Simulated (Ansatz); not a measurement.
Saddle point of SiNH$_{4}$F$_{3}$, singlet (SiNH₂F₃ ([NH2][Si]([F])([F])[F]) + H₂ → SiHF₃ ([F][SiH]([F])[F]) + NH₃ (still joined by a long Si–N bond); bonds formed: Si1–H7, N2–H6; bonds broken: H6–H7; bonds weakened to dative contacts: Si1–N2), PBE0-D4/def2-TZVP structure:

| atom | x (Å) | y (Å) | z (Å) |
| --- | --- | --- | --- |
| Si1 | -0.5695 | -0.3698 | -0.3212 |
| N2 | 0.7982 | 0.7254 | 0.2168 |
| F3 | -0.1312 | -1.7468 | -0.9779 |
| F4 | -0.9391 | 0.4078 | -1.6798 |
| F5 | -1.9529 | -0.1571 | 0.4277 |
| H6 | 0.6362 | -0.2020 | 1.0590 |
| H7 | -0.0108 | -1.0653 | 1.1892 |
| H8 | 1.6260 | 0.7297 | -0.3705 |
| H9 | 0.5431 | 1.6781 | 0.4567 |

Energies are electronic, without zero-point energy. Barriers and step energies count from the start structure reached by relaxing down the imaginary mode; all methods use the PBE0-D4 structures, on which another method's saddle can fall below an end. Computed with Ansatz 0.2.0 (basis: def2-TZVPP, with def2-QZVPP for the basis limit); correlated methods freeze the cores. B3LYP uses VWN-RPA correlation. Extrapolation: Hartree–Fock as exp(−7.88 √X), correlation as X^−2.97.

```
      method  barrier (eV)  step energy (eV)
       SPW92         1.457            -0.005
      PBE-D4         1.852             0.184
     BLYP-D4         2.126             0.314
   r2SCAN-D4             ?             0.247
      B97M-V             ?             0.269
     PBE0-D4             ?             0.198
    B3LYP-D4         2.214             0.302
  r2SCAN0-D4         2.118             0.246
    BHLYP-D4         2.389             0.299
CAM-B3LYP-D4         2.210             0.268
     wB97X-V         2.178             0.227
     wB97M-V         2.166             0.238
      B2PLYP         2.268             0.301
    PBE-QIDH         2.166             0.232
  RPA on PBE         2.264             0.252
          HF         2.888             0.445
         MP2         2.278             0.309
        CCSD         2.365             0.282
     CCSD(T)         2.278             0.269
```

**Question.** Fill in the withheld barriers. (To be estimated.)

**Answer.** By the calculation: PBE0-D4 2.008; B97M-V 2.096; r2SCAN-D4 2.014 eV. Each is the energy of the saddle less that of the start structure, by the same method.

For comparison, the barrier by CCSD(T) at an estimated basis limit (MP2 extrapolated from triple and quadruple zeta, plus CCSD(T) − MP2 in triple zeta) is 2.276 eV.

No T1 diagnostic of these runs exceeds 0.012.

Labels in which every atom is bracketed show which atoms are joined, not bond orders.

For scale, one of the runs: CCSD(T)/def2-TZVPP, 222 basis functions, launched by `ansatz run in.yaml --threads 4 --pin off --events-out ev --progress --plain --max-ram 9574MiB`. Hardware: 4 CPU threads of an Intel Xeon Platinum 8259CL, shared host. Wall time 92 s; peak host memory 3.8 GiB.
